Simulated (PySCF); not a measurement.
## Bond curve of BI⁺

Set-up: basis B aug-cc-pVDZ, I aug-cc-pVDZ-PP with ECP28; scalar-relativistic core potentials; PySCF 2.14. Energies in eV from B⁺ + I in their ground configurations at the same level. State: ²Σ⁺ (doublet), unpaired electrons σ ↑.

All columns are PBE0. A positive dipole points towards I; it is taken about the centre of mass and depends on that origin.

| R (Å) | E (eV) | μ (D) | Mulliken charge on B (basis-dependent) | HOMO (eV) | LUMO (eV) | Mayer bond order | ⟨S²⟩ |
| --- | --- | --- | --- | --- | --- | --- | --- |
| 1.695 | -1.855 | -1.47 | -0.35 | -15.32 | -9.80 | 1.94 | 0.76 |
| 1.774 | -2.646 | -1.87 | -0.22 | -15.49 | -10.06 | 1.90 | 0.76 |
| 1.853 | -3.079 | -2.27 | -0.11 | -15.63 | -10.33 | 1.86 | 0.76 |
| 1.912 | -3.232 | -2.58 | -0.03 | -15.73 | -10.54 | 1.83 | 0.76 |
| 1.971 | -3.275 | -2.89 | 0.03 | -15.62 | -10.75 | 1.79 | 0.76 |
| 2.030 | -3.233 | -3.20 | 0.09 | -15.44 | -10.96 | 1.75 | 0.76 |
| 2.109 | -3.085 | -3.60 | 0.15 | -15.22 | -11.23 | 1.68 | 0.76 |
| 2.208 | -2.805 | -4.09 | 0.22 | -14.95 | -11.54 | 1.59 | 0.76 |
| 2.326 | -2.409 | -4.66 | 0.28 | -14.67 | -11.86 | 1.45 | 0.77 |
| 2.483 | -1.885 | -5.37 | 0.36 | -14.33 | -12.15 | 1.22 | 0.77 |

A fit through these points gives, at Re = 1.968 Å, μ = -2.88 D and dμ/dR = -5.22 D/Å; the reduced mass is 10.13 u.

**Question.** How strong is the fundamental in the double-harmonic approximation, I = 42.26·(dμ/dR)²/μred km/mol?

**Answer.** I = 42.26·(-5.22)²/10.13 = 114 km/mol at PBE0.

Spin–orbit coupling is left out, which matters for elements this heavy, above all for dissociation energies. For an ion De counts to the pair picked by the measured ionisation energies or electron affinities, which need not be the lowest pair at this level. The state was picked by a PBE0 search and need not be the measured ground state.
